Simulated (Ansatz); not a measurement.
The first iterations of a band of BrH + ClF3H2NTa (10 atoms, charge 0, multiplicity 1).

All numbers below come from RHF/def2-SVP (Ansatz).

```
movable images  : 7
climbing image  : yes
spring          : 5.0 eV/Å²
optimiser       : quadratic models (default)
start path      : straight line
force threshold : 0.05 eV/Å
iteration limit : 60
end points      : relaxed
```

First end point:

```xyz
10
Properties=species:S:1:pos:R:3
Ta -0.025 -0.420 0.004
N 1.918 -0.318 -0.136
H 2.496 -0.115 0.662
H 2.458 -0.545 -0.952
F 0.202 0.066 1.806
Cl -0.149 -1.028 -2.270
F -1.022 1.127 -0.284
F -0.779 -2.037 0.543
Br 2.030 3.885 -1.386
H 2.713 2.698 -1.061
```

Last end point:

```xyz
10
Properties=species:S:1:pos:R:3
Ta 0.088 0.708 -0.356
N 2.197 -0.278 -0.149
H 2.581 -0.074 0.763
H 2.115 -1.282 -0.224
F 0.397 0.989 1.477
Cl 0.247 0.019 -2.609
F -1.622 1.408 -0.407
F -0.401 -1.048 0.102
Br 1.375 2.841 -0.833
H 2.866 0.029 -0.838
```

| iteration | highest image above the first end (eV) | largest band force component (eV/Å) |
| --- | --- | --- |
| 1 | 5.368 | 14.194 |
| 2 | 2.777 | 3.913 |
| 3 | 1.593 | 7.398 |
| 4 | 1.082 | 3.106 |

Problem. Does the band converge within its limit, and where does its top end?

Solution. The forces met the threshold. It ended after 12 iterations with the highest image 0.694 eV above the first end. Neighbouring images differ by up to 1.5 eV, so the band resolves the path poorly. Another band between the same ends (7 images) ends at a top of the same energy, where a vibrational analysis finds 1 clearly imaginary mode. The orbitals stay closed-shell, which can raise the energy where a bond breaks towards radicals; this wasn't checked here.

Run time: 3.1 min on 4 threads of Arm Neoverse V2, on a shared host, peak memory 0.53 GiB.
